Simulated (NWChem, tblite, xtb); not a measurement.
How methods differ on GeSiH4Cl2 (SMILES Cl[SiH](Cl)[GeH3])

The species is GeSiH4Cl2 (8 atoms), meant as a singlet with charge 0. As SMILES, `Cl[SiH](Cl)[GeH3]`. The shape is that of a PBE0-D4/def2-TZVP optimisation.

Quantity: the dipole moment, in D. The values are calculated.

```tsv
level	kind	program	value (D)	CPU time
GFN2-xTB	semi-empirical	tblite	1.49	under 2 s
IPEA1-xTB	semi-empirical	tblite	1.67	under 2 s
GFN0-xTB	semi-empirical	xtb	1.00	under 2 s
GFN1-xTB	semi-empirical	xtb	1.14	under 2 s
HF/STO-3G	Hartree–Fock	NWChem	3.56	9.4 s
HF/3-21G	Hartree–Fock	NWChem	3.47	11 s
HF/def2-SVP	Hartree–Fock	NWChem	1.75	20 s
B3LYP/6-31G* (Cartesian functions)	global hybrid	NWChem	1.88	61 s
PBE0/def2-SVP	global hybrid	NWChem	1.52	21 s
```

All-electron rows without a relativistic Hamiltonian named are non-relativistic. The values span 1.00 to 3.56 D. Magnitudes only. Sets without polarisation functions give poor dipoles. Without the sets that lack polarisation functions the rows with a basis span only 1.52 to 1.88 D. CPU times are rough (shared hosts, several kinds of processor and program).
